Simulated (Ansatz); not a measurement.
Cost and result for the atomization energy of `FCC1=C[SiH2]1` (10 atoms, 10 bonds).

Z-matrix (Å, degrees):
```
C
C 1 1.473
F 1 1.380 2 111.7
H 1 1.096 2 110.4 3 119.9
H 1 1.095 2 110.5 3 -120.0
Si 2 1.811 1 154.1 3 -1.5
C 2 1.333 1 137.9 3 178.8
H 6 1.482 2 121.2 1 75.7
H 6 1.482 2 121.3 1 -75.3
H 7 1.083 2 135.8 1 -0.1
```

Charge 0, multiplicity 1. The structure was optimised at the PBE0-D4/def2-TZVP level. It is one conformer, not always the lowest. Program: Ansatz. All runs use 4 threads of an Arm Neoverse V2 on a shared host. Times are those of one run each, without the atoms' runs, and a repeat can differ threefold. Electronic energies, without spin–orbit coupling; frozen cores. CCSD(T)/CBS adds CCSD(T) − MP2 in def2-TZVPP to the MP2 limit, and its time is that of the two runs behind it. T1 = 0.012. B3LYP takes the VWN-RPA correlation (the form of Gaussian; ORCA's B3LYP/G). HSE06 is the plane-wave form, built on full-range PBE exchange.

CCSD(T)/CBS is a level of theory with its own doubt, some kJ/mol a heavy atom from the limit and from the frozen cores, so smaller differences don't rank the functionals.

```
                             level  functions  wall time
                BLYP-D4/def2-TZVPP        236      1.7 s
              revPBE-D4/def2-TZVPP        236      1.8 s
   PBE-D4/def2-TZVPP (with forces)        236        2 s
               HSE06-D4/def2-TZVPP        236      2.5 s
                  CCSD(T)/def2-SVP         99      3.5 s
 B3LYP-D4/def2-TZVPP (with forces)        236      3.6 s
r2SCAN-D4/def2-TZVPP (with forces)        236      3.8 s
                 B2PLYP/def2-TZVPP        236      4.3 s
                ωB97X-V/def2-TZVPP        236      5.5 s
  ωB97M-V/def2-TZVPP (with forces)        236        9 s
                    MP2/def2-QZVPP        448       18 s
                CCSD(T)/def2-TZVPP        236      100 s
                 CCSD(T)/CBS(def2)          –      120 s
```

Task: What atomization energy does each give, and how far from CCSD(T)/CBS? (Best estimate.)

Result: Ansatz gave: 
```
                             level  atomization (kJ/mol)  difference from CCSD(T)/CBS  per bond
                BLYP-D4/def2-TZVPP                3842.2                         -0.3       0.0
              revPBE-D4/def2-TZVPP                3851.7                          9.2       0.9
   PBE-D4/def2-TZVPP (with forces)                3954.0                        111.5      11.2
               HSE06-D4/def2-TZVPP                3880.3                         37.8       3.8
                  CCSD(T)/def2-SVP                3649.0                       -193.5     -19.3
 B3LYP-D4/def2-TZVPP (with forces)                3843.5                          1.0       0.1
r2SCAN-D4/def2-TZVPP (with forces)                3867.9                         25.4       2.5
                 B2PLYP/def2-TZVPP                3808.3                        -34.2      -3.4
                ωB97X-V/def2-TZVPP                3863.0                         20.5       2.1
  ωB97M-V/def2-TZVPP (with forces)                3862.8                         20.3       2.0
                    MP2/def2-QZVPP                3884.0                         41.5       4.2
                CCSD(T)/def2-TZVPP                3742.0                       -100.5     -10.0
                 CCSD(T)/CBS(def2)                3842.5                          0.0       0.0
```

From BLYP to BHLYP (50 % exact exchange), in def2-TZVPP and without D4, the atomization energy moves by −99.0 kJ/mol: exact exchange takes away binding that semilocal exchange gives to molecules. Leaving LDA and LC-ωPBE aside and taking each functional with its dispersion term where it has one, the values, not all of them listed here, spread over 230.2 kJ/mol, from BHLYP-D4 to PBE-D4. LDA lies +510.8 kJ/mol from PBE without D4, its usual overbinding. In def2-TZVPP, CCSD(T) changes the Hartree–Fock value by +947.1 kJ/mol (the triples alone add +65.1 kJ/mol) and MP2 by +1029.5 kJ/mol; breaking electron pairs costs correlation energy, which Hartree–Fock lacks.
